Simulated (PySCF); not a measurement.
Compound: C₂H₇OSi₂ (doublet state).
Z-matrix (Å and degrees, GFN2-xTB geometry), rows numbered from 1:
```
C 
Si  1  1.8929
C   2  1.8567  1  124.88
O   3  1.2498  2  116.33  1   179.18
Si  3  1.9195  2  126.13  1    -0.39
H   1  1.0858  2  111.39  3     7.81
H   1  1.0871  2  111.25  3  -112.42
H   1  1.0868  2  111.12  3   128.07
H   2  1.4574  1  115.22  3   178.65
H   5  1.4682  3  107.80  2    -6.32
H   5  1.4629  3  109.14  2   113.21
H   5  1.4611  3  109.24  2  -126.63
```

The hyperfine couplings belong to this conformer and change with its torsions.

Identity: `C[SiH]C(=O)[SiH3]` [radical].

Method: UKS B3LYP, pcH-1 on C H O Si, non-relativistic, mean-field spin-orbit, GIAO in PySCF. One conformer (not necessarily the lowest) at the GFN2-xTB geometry, without solvent, vibrations or thermal averaging. A GFN2-xTB geometry isn't a minimum of the functional, and hyperfine couplings can be far from their values at a DFT geometry, by a factor of two or more for some ions and for spin on atoms past the first row. No stability test was run, so a lower SCF solution isn't excluded.

Principal values of hyperfine tensors in MHz (contact, dipolar and spin–orbit terms together), for some of the nuclei:

| atom | isotope | A1 | A2 | A3 |
| --- | --- | --- | --- | --- |
| Si2 | 29Si | -279.78 | -48.48 | -47.90 |
| H9 | 1H | -45.20 | -33.28 | -29.29 |
| H8 | 1H | 32.87 | 33.71 | 39.72 |
| C3 | 13C | -28.81 | -27.24 | -21.00 |
| O4 | 17O | -109.56 | 23.18 | 26.15 |
| Si5 | 29Si | 10.28 | 10.29 | 12.06 |
| C1 | 13C | -11.29 | -10.50 | -7.20 |
| H11 | 1H | 1.97 | 2.30 | 5.11 |

(1) Give the isotropic coupling of each nucleus in MHz and in mT (g = 2.0045), and the anisotropic part.

(2) What spin density at the nucleus of Si2 lies behind its contact coupling (g_N = -1.11058)?

(3) H7 (1H, g_N = 5.58569) isn't in the table. Its spin density at the nucleus is 0.0105 bohr⁻³. What is its contact coupling?

(4) Which nucleus of the table has the largest anisotropic coupling, and what is its form?

(5) In a single crystal, with the field along each principal axis of the tensor of H8 in turn, what first-order splitting does this nucleus give (isotropic g, quadrupole terms neglected)?

## Answers

(1) a_iso = (A1 + A2 + A3)/3, Ti = Ai − a_iso; 1 mT corresponds to 28.055 MHz. The tensors hold a spin–orbit part: the run splits a_iso into a_FC + a_SO, and T includes its anisotropic share.

| atom | a_iso (MHz) | a_FC | a_SO | a_iso (mT) | T1 | T2 | T3 |
| --- | --- | --- | --- | --- | --- | --- | --- |
| Si2 | -125.39 | -126.45 | 1.07 | -4.469 | -154.39 | 76.90 | 77.49 |
| H9 | -35.92 | -35.94 | 0.01 | -1.280 | -9.28 | 2.64 | 6.64 |
| H8 | 35.43 | 35.43 | 0.00 | 1.263 | -2.57 | -1.72 | 4.29 |
| C3 | -25.68 | -25.66 | -0.02 | -0.915 | -3.12 | -1.56 | 4.68 |
| O4 | -20.08 | -19.85 | -0.23 | -0.716 | -89.48 | 43.25 | 46.22 |
| Si5 | 10.87 | 10.88 | -0.01 | 0.388 | -0.60 | -0.59 | 1.18 |
| C1 | -9.66 | -9.69 | 0.03 | -0.344 | -1.63 | -0.84 | 2.46 |
| H11 | 3.13 | 3.13 | 0.00 | 0.111 | -1.16 | -0.82 | 1.98 |

(2) a_FC = 800.24 MHz bohr³ × g_N × ρ(0)/(2S). With a_FC = -126.45 MHz and 2S = 1, ρ(0) = 0.1423 bohr⁻³. The nuclear moment is negative, so coupling and spin density have opposite signs.

(3) By the same relation, a_FC = 46.9 MHz. Its full tensor has the principal values 44.06, 45.47, 51.28 MHz.

(4) Si2: -154.4, 76.9, 77.5 MHz (the dipolar term alone has -153.4, 76.5, 76.9), axial, in the ratio +1:+1:−2, the form that spin in one p orbital centred on that nucleus gives (the nuclear moment is negative).

(5) 2 lines (I = 1/2), spaced by |A_i|/(g × 13.996): 1.17, 1.20, 1.42 mT along the axes of A1, A2 and A3.
